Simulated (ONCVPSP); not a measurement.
chromium (Cr): ONCV pseudisation with PBEsol, scalar-relativistic reference atom.

chromium, optimised norm-conserving Vanderbilt (ONCV), made with ONCVPSP 4.0.1 (PBEsol, scalar-relativistic). Core [Ne], reference 3s2 3p6 3d5 4s1. Waves: 3s+4s: rc 1.70 bohr, ncon 3, nbas 7, qcut 7.5 1/bohr, 2 projectors; 3p: rc 1.25 bohr, ncon 4, nbas 8, qcut 13.9 1/bohr, 2 projectors, debl 2.5 Ha; 3d: rc 2.05 bohr, ncon 3, nbas 8, qcut 8.7 1/bohr, 3 projectors, debl 1.3 Ha. Local part: polynomial inside 1.25 bohr (lpopt 5, dvloc0 6 Ha). Core correction: Teter function, fcfact 2.5, rcfact 1.25.

Q: Does the generator finish with these settings?

A: Yes, a potential is produced and its reference levels are reproduced.

Q: Estimate the cutoffs (Ha) at which the residual kinetic energy of the hardest occupied pseudo-wave falls to 1 and 0.1 mHa per electron.

A: 26 Ha and 51 Ha.

Q: What does a ghost test show?

A: No bound ghost flagged; no localised positive-energy state flagged.

Its largest configuration-test error is +44 meV (3s2 3p6 3d4 4s2). 1 of 4 tests not solved or not reliable.
